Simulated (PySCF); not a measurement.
3-chloro-1H-silole (C4H5ClSi), SMILES [SiH2]1C=CC(=C1)Cl.

Coordinates come from a r2SCAN-D4/def2-SVP optimisation.

Two levels are set side by side: PBE/def2-TZVP (PySCF) and CAM-B3LYP/def2-TZVP (PySCF). Same geometry, gas phase. Differences are taken from unrounded values.

```json
[
 {"quantity": "orbital gap (eV)", "PBE": "3.20"},
 {"quantity": "highest occupied level (eV)", "PBE": "-5.95"},
 {"quantity": "lowest empty level (eV)", "PBE": "-2.75"},
 {"quantity": "dipole moment (D)", "PBE": "1.07"},
 {"quantity": "mean polarisability (bohr³)", "PBE": "84.9"}
]
```

Q: These are the PBE values. What does CAM-B3LYP give? (The exact figures need the calculation; the answer reports its results.)

A: 
```json
[
 {"quantity": "orbital gap (eV)", "CAM-B3LYP": "7.49", "PBE minus CAM-B3LYP": "-4.28"},
 {"quantity": "highest occupied level (eV)", "CAM-B3LYP": "-8.22", "PBE minus CAM-B3LYP": "2.27"},
 {"quantity": "lowest empty level (eV)", "CAM-B3LYP": "-0.73", "PBE minus CAM-B3LYP": "-2.01"},
 {"quantity": "dipole moment (D)", "CAM-B3LYP": "1.20", "PBE minus CAM-B3LYP": "-0.13"},
 {"quantity": "mean polarisability (bohr³)", "CAM-B3LYP": "81.1", "PBE minus CAM-B3LYP": "3.8"}
]
```

PBE's occupied levels lie high since its potential decays too fast outside the molecule; exact exchange lowers them and widens the gap. Loosely held outer electrons make PBE densities more polarisable. Differences between two approximate levels are no errors against the true value.

Rough cost on one machine, each run with all the roots and properties that it gave: CAM-B3LYP against PBE within a factor of 2.
